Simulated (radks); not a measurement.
Values are calculated unless marked as measured or tabulated.
Hg XX, 61 electrons, occupied as [Kr] 4d10 4f13 5s2 (the NIST ground configuration). Level of theory: Dirac Kohn-Sham, PBE, spin-unpolarised, spherical densities, point nucleus; open shells are shared between the two j in proportion to 2j + 1 (a radial shooting solver on a logarithmic mesh with Libxc functionals).

Normalised radial functions P(r) = r R(r) (large component), r in bohr:

r          4f5/2   4f7/2
0.001572  0.0000  0.0000
0.002327  0.0000  0.0000
0.003472  0.0000  0.0000
0.005138  0.0000  0.0000
0.007604  0.0001  0.0000
0.01134   0.0003  0.0002
0.01679   0.0011  0.0009
0.02484   0.0044  0.0039
0.03706   0.0166  0.0151
0.05485   0.0562  0.0524
0.08118   0.1689  0.1605
0.1211    0.4385  0.4229
0.1792    0.8957  0.8746
0.2652    1.3848  1.3670
0.3957    1.5210  1.5180
0.5856    1.1099  1.1209
0.8667    0.4849  0.4967
1.293     0.0945  0.0986
1.913     0.0057  0.0060

4f5/2: eigenvalue -533.44 eV, 0 radial nodes, <r> = 0.450 bohr, 90 % of the charge inside 0.704 bohr. 4f7/2: eigenvalue -528.79 eV, 0 radial nodes, <r> = 0.455 bohr, 90 % of the charge inside 0.711 bohr.
